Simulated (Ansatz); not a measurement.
InH3 (SMILES [InH3]): the energy, rung by rung

The species is InH3 (4 atoms), meant as a singlet with charge 0. SMILES: `[InH3]`. Geometry: optimised at B3LYP/def2-SVP.

Quantity: the adiabatic electron affinity (to the doublet anion, shapes relaxed at B3LYP/def2-SVP, no zero-point term), in eV. The values are calculated.

The electron affinity is E(neutral) − E(anion): positive where the electron is bound.

```tsv
level	kind	program	value (eV)	less CCSD(T)/def2-TZVPP
BLYP/def2-TZVPP (core potential)	GGA	Ansatz	0.42	+0.02
PBE0-D4/def2-TZVPP (core potential)	global hybrid	Ansatz	0.51	+0.11
CAM-B3LYP/def2-TZVPP (core potential)	range-separated hybrid	Ansatz	0.50	+0.10
wB97M-V/def2-TZVPP (core potential)	range-separated hybrid	Ansatz	0.40	0.00
B2PLYP/def2-TZVPP (core potential)	double hybrid	Ansatz	0.40	0.00
RPA@PBE/def2-TZVPP (core potential)	RPA	Ansatz	0.61	+0.21
MP2/def2-TZVPP (core potential)	perturbation theory	Ansatz	0.33	-0.07
CCSD(T)/def2-TZVPP (core potential)	coupled cluster or CI	Ansatz	0.40	0.00
```

CCSD(T)/def2-TZVPP (core potential) is the highest level here, not the true value. Spin-orbit coupling, which can split open shells on such heavy atoms by tenths of an eV, is left out. The values span 0.33 to 0.61 eV. In the correlated wave-function rows the outer d shell of In is correlated, in sets not made for it.
